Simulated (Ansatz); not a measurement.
`C[SiH](F)[GeH3]` and `C[SiH](F)[SiH2]Cl` differ in one atom or group.

Ansatz, PBE0-D4/def2-TZVP geometries, multiplicity 1. Each molecule was computed in one conformer, which needn't be the lowest.

Scalar relativity is left out up to krypton.

| property | `C[SiH](F)[GeH3]` |
| --- | --- |
| HOMO energy (PBE0/def2-TZVPP) / eV | -8.01 |
| size of the dipole moment (ωB97M-V/def2-TZVPP) / D | 1.60 |
| size of the dipole moment (PBE/def2-TZVPP) / D | 1.58 |
| LUMO energy (PBE/def2-TZVPP) / eV | -0.92 |
| HOMO energy (B3LYP/def2-TZVPP) / eV | -7.82 |
| HOMO energy (ωB97M-V/def2-TZVPP) / eV | -10.06 |

Problem. Give the same properties after the change, and the shifts. (Estimate.)

Solution. Computed: 
```json
{"property": "HOMO energy (PBE0/def2-TZVPP) / eV", "`C[SiH](F)[SiH2]Cl`": "-8.01", "shift": "0.00"}
{"property": "size of the dipole moment (ωB97M-V/def2-TZVPP) / D", "`C[SiH](F)[SiH2]Cl`": "0.92", "shift": "-0.68"}
{"property": "size of the dipole moment (PBE/def2-TZVPP) / D", "`C[SiH](F)[SiH2]Cl`": "0.97", "shift": "-0.61"}
{"property": "LUMO energy (PBE/def2-TZVPP) / eV", "`C[SiH](F)[SiH2]Cl`": "-1.73", "shift": "-0.81"}
{"property": "HOMO energy (B3LYP/def2-TZVPP) / eV", "`C[SiH](F)[SiH2]Cl`": "-7.82", "shift": "0.00"}
{"property": "HOMO energy (ωB97M-V/def2-TZVPP) / eV", "`C[SiH](F)[SiH2]Cl`": "-10.06", "shift": "0.00"}
```

Dipoles are sizes alone; their direction can turn.

B3LYP here is the variant with VWN-RPA as its local correlation; programs differ in this.
